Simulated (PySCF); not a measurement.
(3R,4R)-3,4-difluorocyclobutene (C4H4F2), SMILES F[C@@H]1C=C[C@H]1F.

Coordinates come from a PBE-D3(BJ)/def2-SVP optimisation.

The numbers are results of TDDFT-B3LYP/def2-SVPD (PySCF), not measurements.

Vertical excitations. Isolated molecule, no solvent. State labels are in the subgroup C2.

| state | symmetry | energy (eV) | λ (nm) | f | main pairs |
|---|---|---|---|---|---|
| S1 | A | 6.62 | 187 | 0.004 | HOMO−1→LUMO 99 % |
| S2 | B | 6.77 | 183 | 0.049 | HOMO−2→LUMO 61 %, HOMO→LUMO 37 % |
| S3 | B | 7.14 | 174 | 0.147 | HOMO→LUMO 58 %, HOMO−2→LUMO 37 % |
| S4 | A | 7.54 | 164 | 0.001 | HOMO−3→LUMO 97 % |
| S5 | B | 7.90 | 157 | 0.025 | HOMO→LUMO+1 99 % |
| S6 | A | 8.10 | 153 | 0.046 | HOMO→LUMO+2 99 % |
| S7 | B | 8.66 | 143 | 0.007 | HOMO→LUMO+3 81 %, HOMO−1→LUMO+2 15 % |
| S8 | B | 8.78 | 141 | 0.024 | HOMO−1→LUMO+2 80 %, HOMO→LUMO+3 14 % |
| S9 | A | 8.87 | 140 | 0.009 | HOMO−1→LUMO+1 79 %, HOMO→LUMO+4 18 % |
| S10 | A | 8.90 | 139 | 0.041 | HOMO→LUMO+4 80 %, HOMO−1→LUMO+1 18 % |
| T1 | B | 4.28 | 289 | 0 | HOMO→LUMO 96 % |
| T2 | A | 6.43 | 193 | 0 | HOMO−1→LUMO 99 % |
| T3 | B | 6.49 | 191 | 0 | HOMO−2→LUMO 97 % |
| T4 | A | 7.19 | 172 | 0 | HOMO−3→LUMO 93 % |
Triplets are in the Tamm–Dancoff approximation, which puts them higher than full response would, so one can lie above its singlet here.
